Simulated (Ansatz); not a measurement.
Basis-set series for CH5GeNZn. The species carries charge 0 and has multiplicity 1. The bonds changed during the relaxation, so this is another structure than the one it started from. All single points use the PBE0-D4/def2-TZVP geometry.

```xyz
9

Ge    0.5560   -0.0745   -1.3956
C    -0.0330    0.2485    0.4574
N    -0.8173   -0.4810    1.1294
Zn   -1.0157    0.9550    3.8328
H     0.1537    1.1087   -2.2890
H     2.0829   -0.2390   -1.4391
H    -0.1359   -1.3641   -1.8675
H     0.3489    1.1424    0.9676
H    -1.1396   -1.2961    0.6041
```

```csv
functional,basis,functions,energy (Eh),HOMO (eV),LUMO (eV)
PBE0-D4,def2-SVP,116,-3951.00356,-5.53,-0.87
PBE0-D4,def2-TZVPP,244,-3951.63673,-5.82,-1.08
ωB97M-V,def2-SVP,116,-3951.36131,-7.59,1.45
ωB97M-V,def2-TZVPP,244,-3951.99795,-7.88,1.13
```

Task: Give the rows for def2-QZVPP. (Best estimate.)

Result: Computed: 
```tsv
functional	basis	functions	energy (Eh)	HOMO (eV)	LUMO (eV)
PBE0-D4	def2-QZVPP	453	-3951.72873	-5.82	-1.13
ωB97M-V	def2-QZVPP	453	-3952.08765	-7.90	0.85
```

Positive LUMOs are unbound and depend on the basis. Scalar relativity is left out up to krypton.
